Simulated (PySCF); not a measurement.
# What a mistake does to a calculation on AlGeH5N cation

These are calculations, not measurements. They come from PySCF 2.14.0, an open-source quantum chemistry program, on an isolated molecule that a program drew, which may never have been made. The molecule is AlGeH5N cation (charge +1, singlet), drawn as the SMILES string `[AlH+][NH][GeH3]`.

Each row is a Hartree-Fock (HF) and frozen-core CCSD(T) single point in the cc-pV(D+d)Z basis, meant for a local HF minimum. Run 1 is clean. Each other run has one planted mistake out of seven kinds, and not every kind appears here: one electron removed, one electron added, multiplicity raised by two, geometry at a saddle point, minimal basis STO-3G, one bond length entered in bohr, all coordinates scaled. The reference is restricted for singlets and unrestricted otherwise, and also for a bond in bohr. Adding or removing an electron swaps singlet and doublet. Electrons count all cores. HOMO and LUMO are orbital energies over both spins, the gradient is its largest component, and the lowest frequency (negative if imaginary) is given only where the gradient is small. Bond lengths are over the 7 bonds as drawn. T1 is the CCSD diagnostic: over 0.02 (restricted) or 0.045 (unrestricted) a single reference is doubtful. Germanium has the cc-pVDZ-PP basis, with a core potential (ECP10MDF) in place of its 10 inner electrons, and its 3s, 3p and 3d shells are frozen in CCSD(T).

Geometry of the clean run:
```xyz
8
AlGeH5N cation, angstrom
Al   -1.6965   -0.2216   -2.8906
N    -1.9408   -0.6315   -1.2551
Ge   -0.7030   -0.5859    0.2140
H    -1.4122    0.1629   -4.3539
H    -2.8527   -0.9526   -0.9590
H    -0.5751   -2.0105    0.7198
H     0.5727   -0.0742   -0.4507
H    -1.2709    0.3863    1.2308
```

| run | electrons | basis functions | <S^2> | HOMO (eV) | LUMO (eV) | gradient (hartree/bohr) | lowest frequency (cm^-1) | mean bond (Å) | longest bond (Å) | T1 | HF (hartree) | CCSD(T) (hartree) | mistake |
|---|---|---|---|---|---|---|---|---|---|---|---|---|---|
| 1 | 56 | 85 | 0.000 | -15.86 | -3.99 | 3.3e-05 | 126 | 1.5338 | 1.921 | 0.0155 | -592.42589 | -592.79067 | no fault |
| 2 | 57 | 85 | 0.756 | -5.10 | 1.50 | 6.2e-02 | - | 1.5338 | 1.921 | 0.0228 | -592.59205 | -592.96986 | one electron added |
| 3 | 56 | 85 | 0.893 | -15.74 | -5.95 | 1.2e-02 | - | 1.7295 | 2.909 | 0.0458 | -592.33516 | -592.68287 | one bond length entered in bohr |
| 4 | 56 | 85 | 2.021 | -10.84 | -6.22 | 1.2e-01 | - | 1.5338 | 1.921 | 0.0454 | -592.29183 | -592.62552 | ? |
| 5 | 56 | 85 | 0.000 | -16.43 | -3.89 | 8.3e-02 | - | 1.4157 | 1.774 | 0.0126 | -592.37292 | -592.72754 | ? |

**Which mistake was planted in run 4, and what did it cost?**

Electrons, basis and geometry are unchanged, and <S^2> is 2.021, beside S(S+1) = 2.00 for a multiplicity of 3. So the mistake is: multiplicity raised by two. Subtracting run 1 and multiplying by 627.51 kcal/mol a hartree, the energy moved by 84.1 kcal/mol in HF and 103.6 kcal/mol in CCSD(T).

**Which mistake was planted in run 5, and what did it cost?**

The mean and the longest bond both change by the same factor, 0.923, and the gradient is no longer small. So the mistake is: all coordinates scaled. Subtracting run 1 and multiplying by 627.51 kcal/mol a hartree, the energy moved by 33.2 kcal/mol in HF and 39.6 kcal/mol in CCSD(T).

Cautions from the logs. Run 3: T1 is over the limit, so its CCSD(T) energy is less reliable; run 4: T1 is over the limit, so its CCSD(T) energy is less reliable.
